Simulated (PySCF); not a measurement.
**Computed spin Hamiltonian**

Compound: C6H9O2 (doublet state).
Cartesian coordinates in Å at the GFN2-xTB level; atoms count from 1:
```xyz
17
C6H9O2 angstrom
C     -2.0856   -1.0458   -0.7270
C     -0.8682   -0.1795   -0.4396
C     -1.1060    0.7913    0.7116
O      0.2073   -1.0827   -0.1137
C      1.4036   -0.5611   -0.0970
C      2.7011   -0.7330    0.1651
C      2.2498    0.5945   -0.3330
O      2.1828    1.7951    0.3814
H     -2.3458   -1.6210    0.1583
H     -2.9280   -0.4188   -1.0046
H     -1.8732   -1.7360   -1.5395
H     -0.5788    0.3837   -1.3377
H     -0.2121    1.3842    0.8921
H     -1.9247    1.4614    0.4657
H     -1.3556    0.2434    1.6179
H      3.4486   -1.3476    0.6023
H      3.0777    2.0836    0.5878
```

The hyperfine couplings belong to this conformer and change with its torsions.

The species is `CC(C)OC1=C[C]1O` [radical].

Level of theory: UKS B3LYP, pcH-1 on C H O, non-relativistic, mean-field spin-orbit, GIAO in PySCF 2.14.0. Geometry: GFN2-xTB, one conformer, isolated molecule. The geometry wasn't refined by DFT: couplings that depend on bond lengths, twists or pyramidal angles can differ widely from those at the functional's own minimum. No stability test was run, so a lower SCF solution isn't excluded.

```json
{
 "g1, g2, g3": "2.00183, 2.00303, 2.00369",
 "g_iso": "2.00285",
 "Form of g": "rhombic: the two nearest values differ by 35 % of g3 − g1",
 "⟨S²⟩": "0.7554 (exact 0.7500)",
 "α and β electrons": "31, 30",
 "HOMO–LUMO gap, α and β orbitals": "4.77, 6.07 eV"
}
```

Isotropic coupling and dipolar principal values T1 to T3, in MHz; ρ(0) is the spin density at the nucleus:

| atom | isotope | a_iso | T1 | T2 | T3 | Mulliken spin population | ρ(0) (bohr⁻³) |
| --- | --- | --- | --- | --- | --- | --- | --- |
| C1 | 13C | -0.1 | -0.2 | -0.2 | 0.4 | 0.00 | -0.0001 |
| C2 | 13C | 1.0 | -0.9 | -0.1 | 1.0 | 0.01 | 0.0009 |
| C3 | 13C | -0.5 | -0.4 | -0.2 | 0.6 | 0.00 | -0.0004 |
| O4 | 17O | -6.9 | -2.3 | 0.0 | 2.3 | 0.00 | 0.0114 |
| C5 | 13C | -13.9 | -14.8 | -2.7 | 17.5 | -0.01 | -0.0124 |
| C6 | 13C | 38.1 | -21.4 | -17.9 | 39.3 | 0.21 | 0.0339 |
| C7 | 13C | 496.0 | -57.0 | -49.5 | 106.5 | 0.69 | 0.4412 |
| O8 | 17O | -63.9 | -53.1 | 25.7 | 27.4 | 0.11 | 0.1054 |
| H9 | 1H | 0.2 | -0.5 | -0.5 | 1.0 | 0.00 | 0.0000 |
| H10 | 1H | 0.5 | -0.5 | -0.4 | 0.9 | 0.00 | 0.0001 |
| H11 | 1H | 0.0 | -0.6 | -0.6 | 1.1 | 0.00 | 0.0000 |
| H12 | 1H | 0.7 | -2.4 | -1.9 | 4.3 | 0.00 | 0.0002 |
| H13 | 1H | 0.0 | -2.3 | -1.9 | 4.2 | 0.00 | 0.0000 |
| H14 | 1H | 0.2 | -0.8 | -0.7 | 1.5 | 0.00 | 0.0000 |
| H15 | 1H | 0.1 | -0.9 | -0.8 | 1.7 | 0.00 | 0.0000 |
| H16 | 1H | -21.6 | -11.9 | -1.7 | 13.6 | -0.01 | -0.0048 |
| H17 | 1H | -11.8 | -14.6 | -7.7 | 22.3 | 0.01 | -0.0026 |

The largest Mulliken spin populations are on C7 (+0.69), C6 (+0.21) and O8 (+0.11). The angles at C7 add up to 306.5°, so it is pyramidal.

Under fast tumbling the dipolar parts average out, and these isotropic splittings remain: 1 × 1H (H16, I = 1/2, 2 lines) with 0.77 mT and 1 × 1H (H17, I = 1/2, 2 lines) with 0.42 mT.

The 17O coupling of O8 (-63.9 MHz) shows only in satellite lines or after enrichment, since that isotope makes up about 0.038 % of natural oxygen.

The 13C coupling of C7 (496.0 MHz) shows only in satellite lines or after enrichment, since that isotope makes up about 1.07 % of natural carbon.

The spin density at the nucleus, in bohr⁻³, is negative for C5 (-0.0124), H16 (-0.0048) and H17 (-0.0026), for instance. A restricted open-shell determinant has no negative spin density anywhere; here it arises because α and β orbitals differ (spin polarisation).
